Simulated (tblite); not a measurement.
Compound: FGeH9Si3.
Bonds: F1–Si2, Si2–Si3, Si2–Si4, Si2–Ge5. Hydrogens: H6, H7, H8 on Si3; H9, H10, H11 on Si4; H12, H13, H14 on Ge5.

Computed with GFN2-xTB (tblite), gas phase: L-BFGS steps from a force-field or distance-geometry start until the largest atomic force falls under 0.01 eV/Å.

Step 16: E = -448.1627 eV
```
atom  x, y, z in Å  |  force x, y, z in eV/Å
F1      0.4099    0.1110   -2.2401   -0.002   0.000   0.051
Si2     0.1724    0.0494   -0.6181    0.050   0.013   0.074
Si3     1.6241   -1.5331    0.2968    0.010  -0.027   0.012
Si4     0.4516    2.1909    0.2665   -0.003   0.037   0.044
Ge5    -2.0650   -0.6533   -0.3643   -0.025   0.002  -0.015
H6      1.4939   -2.9068   -0.2035    0.014   0.049  -0.013
H7      1.3227   -1.5728    1.7342    0.022  -0.023  -0.024
H8      3.0334   -1.1429    0.1676   -0.054  -0.026  -0.026
H9     -0.4397    3.2367   -0.2506    0.046  -0.037  -0.012
H10     0.1750    2.0702    1.7062    0.010   0.032  -0.054
H11     1.8323    2.6758    0.1394   -0.073  -0.013  -0.028
H12    -3.1641    0.2316   -0.8880    0.028  -0.016   0.001
H13    -2.4579   -2.0150   -0.8691    0.012   0.021  -0.001
H14    -2.3891   -0.7421    1.1009   -0.034  -0.012  -0.007
```

Step 17: E = -448.1638 eV
```
atom  x, y, z in Å  |  force x, y, z in eV/Å
F1      0.4102    0.1111   -2.2335    0.007   0.003  -0.020
Si2     0.1711    0.0499   -0.6149    0.048  -0.003   0.111
Si3     1.6226   -1.5322    0.2959    0.024  -0.040   0.036
Si4     0.4510    2.1889    0.2664    0.000   0.068   0.044
Ge5    -2.0643   -0.6529   -0.3644   -0.051  -0.009   0.008
H6      1.4961   -2.9053   -0.2046    0.004   0.035  -0.020
H7      1.3241   -1.5751    1.7341    0.021  -0.020  -0.028
H8      3.0324   -1.1459    0.1657   -0.046  -0.014  -0.027
H9     -0.4364    3.2362   -0.2515    0.025  -0.029  -0.020
H10     0.1750    2.0730    1.7052    0.005   0.027  -0.029
H11     1.8289    2.6777    0.1373   -0.049  -0.016  -0.029
H12    -3.1631    0.2312   -0.8892    0.026  -0.011   0.000
H13    -2.4574   -2.0141   -0.8701    0.015   0.019  -0.002
H14    -2.3910   -0.7428    1.1013   -0.030  -0.010  -0.024
```

Step 18: E = -448.1650 eV
```
atom  x, y, z in Å  |  force x, y, z in eV/Å
F1      0.4106    0.1113   -2.2263    0.012   0.006  -0.055
Si2     0.1704    0.0503   -0.6093    0.036  -0.014   0.111
Si3     1.6219   -1.5324    0.2955    0.027  -0.041   0.048
Si4     0.4503    2.1885    0.2670   -0.001   0.071   0.027
Ge5    -2.0649   -0.6529   -0.3646   -0.047  -0.013   0.030
H6      1.4996   -2.9039   -0.2058   -0.010   0.006  -0.033
H7      1.3265   -1.5785    1.7334    0.018  -0.020  -0.014
H8      3.0312   -1.1505    0.1633   -0.021   0.003  -0.028
H9     -0.4321    3.2364   -0.2527   -0.008  -0.008  -0.034
H10     0.1751    2.0773    1.7035   -0.003   0.023   0.018
H11     1.8244    2.6807    0.1347   -0.004  -0.012  -0.029
H12    -3.1624    0.2301   -0.8906    0.015   0.002  -0.004
H13    -2.4574   -2.0129   -0.8715    0.015   0.009  -0.005
H14    -2.3939   -0.7439    1.1012   -0.031  -0.010  -0.032
```

**Question.** Estimate the geometry and energy of step 19. (The exact step hangs on the optimiser's Hessian estimate; all steps are aligned on step 18, rigid shifts and turns removed.)

**Answer.** E = -448.1658 eV, largest force 0.074 eV/Å
```
atom  x, y, z in Å  |  force x, y, z in eV/Å
F1      0.4110    0.1115   -2.2209    0.010   0.005  -0.035
Si2     0.1703    0.0502   -0.6028    0.023  -0.015   0.069
Si3     1.6221   -1.5337    0.2959    0.022  -0.035   0.041
Si4     0.4498    2.1900    0.2679   -0.004   0.050   0.007
Ge5    -2.0666   -0.6531   -0.3644   -0.019  -0.010   0.035
H6      1.5030   -2.9031   -0.2072   -0.022  -0.021  -0.043
H7      1.3291   -1.5822    1.7327    0.014  -0.021   0.013
H8      3.0303   -1.1550    0.1608    0.008   0.019  -0.027
H9     -0.4285    3.2373   -0.2542   -0.038   0.013  -0.047
H10     0.1752    2.0818    1.7024   -0.010   0.022   0.057
H11     1.8207    2.6838    0.1320    0.037  -0.006  -0.028
H12    -3.1620    0.2289   -0.8920    0.002   0.015  -0.010
H13    -2.4577   -2.0118   -0.8728    0.014  -0.006  -0.009
H14    -2.3972   -0.7450    1.1003   -0.036  -0.011  -0.023
```

The energy changes by -0.0009 eV. The first-order estimate −F·Δx gives -0.0013 eV and the mean of the old and new forces, exact on a quadratic surface, -0.0009 eV. The step makes an angle of 65° with the force vector and moves no atom by more than 0.007 Å.

The cost below is that of the whole relaxation. Hardware: one thread, Arm Neoverse N1 (aarch64), shared host with 64 logical CPUs at a one-minute load of 63. Cost: 0.63 s of wall time.
